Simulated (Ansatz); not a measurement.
```yaml
crystal:
  periodic: [false, false, false]
  atoms:
    - {symbol: O, position_ang: [1.602078, -0.397675, 1.127671]}
    - {symbol: B, position_ang: [0.460183, -0.743113, 0.493639]}
    - {symbol: F, position_ang: [0.120095, -2.025711, 0.622213]}
    - {symbol: In, position_ang: [-0.955613, 0.544538, -0.755209]}
    - {symbol: H, position_ang: [1.846789, 0.523906, 1.033927]}
    - {symbol: H, position_ang: [-2.310352, 1.364420, -0.057827]}
    - {symbol: H, position_ang: [-0.763181, 0.733626, -2.464414]}
basis:
  gaussian: {orbitals: def2-SVP}
total_charge: 3
magnetization: {spin_polarized: true, initial_magnetization: 1}
hamiltonian: {xc: {name: r2SCAN50}}
output: {forces: true}
```

```sh
$ ansatz run in.yaml --threads 2 --pin off --events-out ev --progress --plain --max-ram 4352MiB
```

Output, abridged:

```
Functional definition: r2SCAN50
890 factors; integrals over basis functions are off by at most 1.3e-3 eV
mean field evaluation 1: about -10559.5723 eV, gradient 9.8e1 eV
mean field evaluation 2: about -9953.0506 eV, gradient 2.3e2 eV
mean field evaluation 4: about -10566.3784 eV, gradient 8.0e1 eV
mean field evaluation 8: about -10607.1174 eV, gradient 1.7e0 eV
mean field evaluation 16: about -10607.4002 eV, gradient 5.5e-1 eV
mean field evaluation 32: about -10607.3844 eV, gradient 2.3e0 eV
mean field evaluation 64: about -10607.4024 eV, gradient 1.6e-1 eV
mean field evaluation 96: about -10606.8367 eV, gradient 3.0e-1 eV
mean field evaluation 128: about -10607.4174 eV, gradient 2.5e-6 eV
mean field -10607.41921578 eV, -389.8154662130 hartree, gradient 2.0e-7 eV, S^2 1.572236; 6 other end points of the search recorded, 0 dependent functions left out
reference -10607.41922286 eV, -389.8154664731 hartree; 22, 21 occupied and 61, 62 virtual orbitals, 890 factors
Total energy: -10607.41922286 eV, -389.8154664731 hartree
Atom 0 at     1.602078    -0.397675     1.127671 Å, force    -1.328866     1.461467     0.152663 eV/Å
Atom 1 at     0.460183    -0.743113     0.493639 Å, force     0.986220    -8.988875     2.669146 eV/Å
Atom 2 at     0.120095    -2.025711     0.622213 Å, force    -0.041876     4.648110    -1.613643 eV/Å
Atom 3 at    -0.955613     0.544538    -0.755209 Å, force    -0.854140     0.277237    -0.367673 eV/Å
Atom 4 at     1.846789     0.523906     1.033927 Å, force     2.629116     1.434091     0.304072 eV/Å
Atom 5 at    -2.310352     1.364420    -0.057827 Å, force    -1.807409     1.048814     1.074808 eV/Å
Atom 6 at    -0.763181     0.733626    -2.464414 Å, force     0.416956     0.119157    -2.219373 eV/Å
Dipole moment:     0.444709     0.901529    -0.056634 e Å
```

In this input the charge is far from anything that the molecule holds. The run converged. The result belongs to that input, not to the molecule as meant.
